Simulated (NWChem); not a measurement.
Species: AlPH₄; SMILES [AlH2][PH2]

```xyz
6

Al     0.1028     1.2817    -0.0281
H     -1.2023     1.9760     0.5569
H      1.3179     2.1457    -0.5804
P      0.1528    -1.0329    -0.2603
H     -0.4106    -1.3055     1.0232
H      1.5128    -1.1763     0.1511
```
Atoms are numbered in this order, from 1.

Geometry: optimised at PBE0/def2-SVP.

 Unshifted, non-relativistic core excitations; the lowest 4 roots alone, so stronger bands may lie above.

### Question
List the first Al K-edge excitations from PBE/def2-TZVP, restricted-window TDA (NWChem).

### Answer
```json
[
 {"state": "S1", "energy (eV)": "1504.6", "dipole oscillator strength": "0.0042", "leading excitation (squared amplitude)": "1s of atom 1 or its equivalents → LUMO (1.00)"},
 {"state": "S2", "energy (eV)": "1506.3", "dipole oscillator strength": "0.0002", "leading excitation (squared amplitude)": "1s of atom 1 or its equivalents → LUMO+1 (1.00)"},
 {"state": "S3", "energy (eV)": "1506.5", "dipole oscillator strength": "0.0003", "leading excitation (squared amplitude)": "1s of atom 1 or its equivalents → LUMO+2 (0.98)"},
 {"state": "S4", "energy (eV)": "1507.1", "dipole oscillator strength": "0.0001", "leading excitation (squared amplitude)": "1s of atom 1 or its equivalents → LUMO+3 (0.98)"}
]
```
